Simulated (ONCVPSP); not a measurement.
# In, ONCV: configuration errors across variants

```json
{
 "Element": "In (Z = 49)",
 "Generator": "ONCVPSP 4.0.1",
 "Type": "optimised norm-conserving Vanderbilt (ONCV)",
 "Functional": "LDA (Perdew-Wang 92)",
 "Relativity": "scalar-relativistic",
 "Frozen core": "[Kr] 4d10",
 "Valence charge": "3",
 "Reference configuration": "5s1.5 (charge +1.5)",
 "Partial waves": "5s: rc 1.75 bohr, ncon 4, nbas 7, qcut 3.1 1/bohr, 1 projector; p scattering state at 0.15 Ha: rc 1.75 bohr, ncon 3, nbas 7, qcut 4.2 1/bohr, 3 projectors, debl 2.1 Ha; d scattering state at 0.09 Ha: rc 1.30 bohr, ncon 4, nbas 8, qcut 8.7 1/bohr, 2 projectors, debl 3.7 Ha",
 "Local potential": "polynomial inside 1.25 bohr (lpopt 5, dvloc0 3 Ha)",
 "Core correction": "polynomial model core, fcfact 0.4"
}
```

In the p channel the program set the typed energies aside and used 0.050, 2.150, 4.250 Ha.

All-electron excitation energies from the reference (eV): (1) 5s2 5p1 -14.313; (2) 5s2 -8.725; (3) 5s1 10.931; (4) 5s2 5p0.5 -12.271.

4 further variants failed, have other tests or too few solved ones, and are left out.

A true bound ghost makes a file unfit for plane-wave use even where its test errors are small: the radial tests pick states by their node count and pass the ghost by.

Errors AE − PS in meV (a dash: test not solved or not reliable):

| change | (1) | (2) | (3) | (4) | bound ghosts | GHOST(+) flags above zero |
| --- | --- | --- | --- | --- | --- | --- |
| base | -54 | -15 | -23 | -36 | s, p | p |
| s: rc 1.82 | -54 | -15 | -22 | -36 | s, p | p |
| s: rc 1.92 | -54 | -15 | -22 | -36 | s, p | p |
| s: rc 2.12 | -54 | -15 | -22 | -36 | s, p | p |
| s: rc 2.24 | -54 | -15 | -23 | -36 | s, p | p |
| s: rc 2.42 | -54 | -16 | -24 | -36 | s, p | p |

(1) Give the same row for: s: rc 2.54.

Results:

(1) -54, -17, -25, -37; bound ghosts: s, p; GHOST(+) flags above zero: p.
